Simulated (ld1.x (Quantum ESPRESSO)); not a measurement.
Before and after: TM potential for Rh

| Quantity | Value |
| --- | --- |
| Element | rhodium (Rh) |
| Generator | ld1.x (Quantum ESPRESSO) 7.5 |
| Type | norm-conserving Troullier–Martins (Kleinman–Bylander form) |
| Functional | PBE |
| Relativity | fully relativistic |
| Frozen core | [Ar] 3d10 4s2 |
| Valence charge | 15 |
| Reference configuration | 4p6 4d9 5s0 5p0 |
| Partial waves | 5s (bound, empty): rc 2.80 bohr; 4p (bound): rc 1.45 bohr; 4d (bound): rc 1.55 bohr |
| Local potential | all-electron potential smoothed inside 2.50 bohr (lloc = -1) |
| Core correction | Bessel-smoothed model core, default radius (core density twice the valence density) |

Open shells are filled in proportion to 2j + 1 (rel_dist='average').

Change: local potential all-electron potential smoothed inside 3.36 bohr (lloc = -1).

Cutoffs: the cutoffs (Ry, on a coarse ladder) from which the occupation-weighted sum of valence levels, in a spherical-Bessel basis at the reference potential, stays within 10 and 1 mRy of its value at 400 Ry; they do not see the model core or the augmentation charge, which bear on the density cutoff. Errors are all-electron minus pseudo energies relative to the spin-unpolarised reference configuration.

How do hardness, ghosts and transferability respond?

The potential gets neither clearly harder nor softer (70 Ry and 110 Ry → 70 Ry and 110 Ry); of the 7 tests that both files solve, the error grows in 7 and shrinks in 0 by more than 15 % and 0.3 meV (median size 37.4 → 210.7 meV); neither file shows a bound ghost at the reference potential, the only one tested. The local part now departs from the all-electron potential out to 3.36 bohr, far beyond the p radius of 1.45 bohr, and whatever the projectors do not describe feels it: the likely cause.

```csv
quantity,base,changed
"cutoff, loose",70 Ry,70 Ry
"cutoff, tight",110 Ry,110 Ry
bound ghosts,none,none
"error for 4p6 4d8 5s1 5p0, meV [ΔE 0.91 eV]",-25,-52
"error for 4p6 4d8 5s0 5p0, meV [ΔE 8.37 eV]",-14,-43
"error for 4p6 4d7 5s0 5p0, meV [ΔE 27.88 eV]",-89,-236
"error for 4p6 4d8 5s0 5p1, meV [ΔE 4.51 eV]",-187,-451
"error for 4p6 4d8.5 5s0.5 5p0, meV [ΔE 0.28 eV]",-6.0,-12
"error for 4p6 4d5 5s0 5p0, meV [ΔE 107.33 eV]",-573,-1236
"error for 4p6 4d7 5s1 5p0, meV [ΔE 12.04 eV]",-37,-211
```

Changed file: These tests converged, but a pseudo level misses the all-electron one widely, so the file describes the atom poorly there or has found another state: 4p6 4d5 5s0 5p0: empty 5p by 3.3 eV (a node warning on the way).
